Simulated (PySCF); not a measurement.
## Static response to an electric field

Species: C6H7O (charge +1).
Structure used (GFN2-xTB), in Å, numbered top down from 1:
```
atom  x, y, z in Å
C1     2.1421   -1.3938   -0.0160
C2     1.4125   -0.4505    0.0911
C3     0.4696    0.6758    0.1981
C4     1.2366    1.7047   -0.3310
O5     1.8897    2.4556   -0.8447
C6    -0.8531    0.4336   -0.6200
C7    -1.6513   -0.6780    0.0360
H8     2.7582   -2.2468   -0.0782
H9     0.2004    0.8475    1.2506
H10   -1.4275    1.3597   -0.6338
H11   -0.5901    0.1596   -1.6418
H12   -1.9768   -0.4002    1.0351
H13   -2.5358   -0.8701   -0.5665
H14   -1.0752   -1.5976    0.0940
```

Level: PBE0/def2-SVPD (PySCF), static field, nuclei fixed, core orbitals frozen in the response. The polarisability tensor in these axes (au):

```
x   73.68 -1.30 -1.95
y   -1.30 75.98 -4.55
z   -1.95 -4.55 49.22
```

Problem. What are the eigenvalues, a third of the trace, and Δα (Δα² = ½Σ(αi − αj)² over the three pairs)?

Solution. Principal values 48.29, 73.56 and 77.03 au; mean 66.29 au = 9.82 Å³ = 10.93 × 10⁻⁴⁰ C²·m²/J; Δα = 27.17 au (41 % of the mean).

Problem. Traceless (Buckingham) quadrupole moment about the centre of nuclear charge: eigenvalues?

Solution. -9.37, 1.35, 8.02 D·Å. The values depend on the origin, since the species is charged. The electronic extent ⟨r²⟩ about the same centre is 813 bohr², a root-mean-square distance of 2.13 Å for the 50 electrons.

Problem. Form Σ f/ω² (atomic units) for the 8 lowest TDDFT singlets, given as eV and f, and set it beside the mean polarisability, which is this sum over all singlets: 4.31, 0.0006; 4.48, 0.0083; 4.57, 0.0015; 4.93, 0.0721; 5.83, 0.0003; 6.00, 0.0014; 6.23, 0.0097; 6.37, 0.0072.

Solution. They add up to 2.93 au, 4.4 % of the 66.29 au; the largest single term is 2.20 au, from the state at 4.93 eV. Terms in order: 0.02, 0.31, 0.05, 2.20, 0.01, 0.03, 0.19, 0.13 au. Higher excitations give the rest. The strengths listed sum to 0.101.

Problem. Rayleigh depolarisation ratio (linearly polarised light, static tensor)?

Solution. ρ = 3Δα²/(45ᾱ² + 4Δα²) = 2215.4/(197772 + 2953.8) = 0.011.

Problem. Directions of the eigenvectors, and the extent of the frame along each?

Solution. Largest value along (-0.29, 0.95, -0.13), where the nuclei span 4.81 Å; middle along (0.95, 0.27, -0.13), 5.16 Å; least along (0.08, 0.17, 0.98), 3.02 Å. The strongest response doesn't lie along the longest of the three spans.

Isolated species at its GFN2-xTB geometry (one conformer only).

The run behind these numbers computed excited states as well. The run took 23 s on one thread of an Arm Neoverse V1, no GPU, shared host.
